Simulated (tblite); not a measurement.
Run record: tight-binding relaxation, `BCC1=CC=CC=CC1=C`.

Computed with GFN2-xTB geometry optimisation, gas phase (tblite 0.8.0). Start geometry: from a force field or distance geometry. A driver script takes a list of jobs; this job's settings line and coordinates (Å) are shown.

Command:
```bash
OMP_NUM_THREADS=1 python probes_run.py task.json out
```

Input:
```
{"job": {"kind": "relax", "xc": "GFN2-xTB", "basis": "xTB"}, "charge": 0, "multiplicity": 1}
B      2.532200    -0.560000     1.225900
C      2.103100    -0.170500    -0.271500
C      0.610500    -0.195000    -0.402700
C     -0.007900    -1.356000    -0.662200
C     -1.460100    -1.572500    -0.805300
C     -2.436600    -0.916600    -0.170400
C     -2.258600     0.188700     0.793700
C     -1.271200     1.092100     0.775000
C     -0.159100     1.055600    -0.186800
C      0.206500     2.200500    -0.767000
H      2.157800     0.108200     2.130400
H      3.175800    -1.521100     1.433300
H      2.572100    -0.893300    -0.957000
H      2.534800     0.823800    -0.489100
H      0.605800    -2.228200    -0.832200
H     -1.757000    -2.416000    -1.408600
H     -3.443500    -1.270100    -0.302800
H     -3.071600     0.344600     1.496100
H     -1.348900     1.937400     1.449700
H     -0.315300     3.127200    -0.570300
H      1.022300     2.238100    -1.478600
```

Output:
```
step      E/eV     max force
  0    -707.66332    1.419
  1    -707.74104    0.483
  2    -707.76415    0.416
  3    -707.78710    0.387
  4    -707.79977    0.287
  5    -707.80786    0.196
  6    -707.81309    0.185
  7    -707.81796    0.176
  8    -707.82191    0.115
  9    -707.82410    0.094
... (103 lines left out)
113    -707.90451    0.041
114    -707.90466    0.027
115    -707.90476    0.023
116    -707.90486    0.027
117    -707.90497    0.026
118    -707.90507    0.020
119    -707.90515    0.021
120    -707.90520    0.019
121    -707.90524    0.013
122    -707.90526    0.010
```

«max force» is the largest atomic force in eV/Å.

From which step on does the largest force stay under 0.1 eV/Å, and how much energy is left to gain from there?

From step 104 (0.073 eV/Å), 5.5 meV above the end.

Summary of the converged run: energy lowered by 5.6 kcal/mol over 122 steps; largest atomic force 0.010 eV/Å at the end.

Time: 1.7 s of wall time. Hardware: one thread, Arm Neoverse N1 (aarch64), no GPU, shared host with 64 logical CPUs at a one-minute load of 60.
Labels such as C1 count atoms from 1, the log's own numbers from 0.
